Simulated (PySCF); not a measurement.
C4H9O, multiplicity 2. Atoms are numbered in the order given.

```xyz
14

C      2.3625    -0.2523    -0.0189
C      0.9019    -0.3587    -0.4378
C      0.0056     0.6963     0.2398
C     -1.4346     0.5823    -0.1005
O     -2.0359    -0.5540     0.3795
H      2.9845    -1.0164    -0.5114
H      2.7821     0.7350    -0.2755
H      2.4739    -0.3830     1.0704
H      0.5041    -1.3581    -0.1902
H      0.8131    -0.2554    -1.5349
H      0.1222     0.6008     1.3371
H      0.3580     1.7085    -0.0272
H     -1.8222     0.9876    -1.0470
H     -2.9407    -0.5917     0.0463
```
Charge 0, spin multiplicity 2.

Coordinates come from a r2SCAN-D4/def2-SVP optimisation. The isomer is the one that the SMILES or the coordinates give; other isomers of the formula were not compared. The values are those of a single conformer.

Method: SMD-PBE0/6-31G* (PySCF).

Solvation free energies are E(SMD) − E(gas) at the gas-phase geometry, for 1 M in both phases. In vacuum the dipole moment is 1.42 D.

Computed solvation free energies in water, 1-octanol, dimethylsulfoxide:
```csv
solvent,ΔG(solv) (kcal/mol),its non-electrostatic (CDS) part,dipole (D)
water,-3.3,3.7,1.83
1-octanol,-5.4,0.3,1.75
dimethylsulfoxide,-3.9,-0.4,1.67
```
